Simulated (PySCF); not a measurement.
C₄H₆Al₂Cl₂O.
Atom-mapped SMILES: `[cH:1]1[cH:2][o:3][c:4]([AlH-:5]2[Cl+:6][AlH2-:7][Cl+:8]2)[cH:9]1` (hydrogens: H10 on C1; H11 on C2; H12 on Al5; H13, H14 on Al7; H15 on C9)

All values: B3LYP/def2-SVPD (PySCF, non-relativistic), on one gas-phase PBE0-D3(BJ)/def2-SVP geometry that isn't relaxed in the solvent. The solvent is an IEF-PCM continuum (van der Waals radii × 1.2). Only the electrostatic response of the medium enters.

Gas phase at B3LYP/def2-SVPD: HOMO -6.60 eV, LUMO -1.20 eV, dipole 1.03 D.

Task: What does the continuum do to the energy, the frontier levels and the dipole at B3LYP/def2-SVPD in chloroform and dichloromethane?

Result: 
```
        solvent      ε  E(solvent) − E(gas) (kcal/mol)  polarisation term (kcal/mol)  distortion of the solute (kcal/mol)  HOMO (eV)  LUMO (eV)  dipole (D)
     chloroform  4.711                           -3.88                         -4.16                                 0.28      -6.51      -0.98        1.15
dichloromethane   8.93                           -4.70                         -5.11                                 0.41      -6.51      -0.95        1.18
```

The first energy column is the sum of the next two and covers electrostatics alone. From chloroform to dichloromethane the lowering changes by a factor 1.21, Onsager's factor (ε − 1)/(2ε + 1) by 1.18 and ε itself by 1.9.

Task: Which radius a makes the point-dipole formula ΔE = −[(ε − 1)/(2ε + 1)]·μ²/a³ give the value in dichloromethane, with the gas-phase dipole?

Result: μ = 0.403 au and |ΔE| = 0.00749 Eh give a = 1.11 Å; the farthest nucleus lies 4.77 Å from the centroid of the nuclei, so such a sphere wouldn't even hold the nuclei. The formula assumes a rigid point dipole at the centre of a sphere.

Task: How does the static polarisability (B3LYP/def2-SVPD, frozen core, with the continuum's full static response) change?

Result: 
```json
{"medium": "gas", "isotropic (au)": "127.6", "principal values (au)": "105.0, 122.4, 155.4", "⟨r²⟩ of the electrons (bohr²)": "2390.1"}
{"medium": "chloroform", "isotropic (au)": "159.9", "principal values (au)": "133.3, 157.9, 188.4", "⟨r²⟩ of the electrons (bohr²)": "2390.5"}
{"medium": "dichloromethane", "isotropic (au)": "167.7", "principal values (au)": "140.9, 167.0, 195.3", "⟨r²⟩ of the electrons (bohr²)": "2390.6"}
```

The isotropic value in dichloromethane is 1.31 times the gas-phase one; no cavity-field correction is applied. ⟨r²⟩ is taken about the centre of nuclear charge.

Cost: about 60 s of CPU time on one thread; the machine was shared, so the figure is rough. This is the whole response run at B3LYP/def2-SVPD in dichloromethane, SCF included.

Shape of the structure used: `[cH:1]1[cH:2][o:3][c:4]([AlH-:5]2[Cl+:6][AlH2-:7][Cl+:8]2)[cH:9]1`: O3–C4–Al5–Cl6 177°.
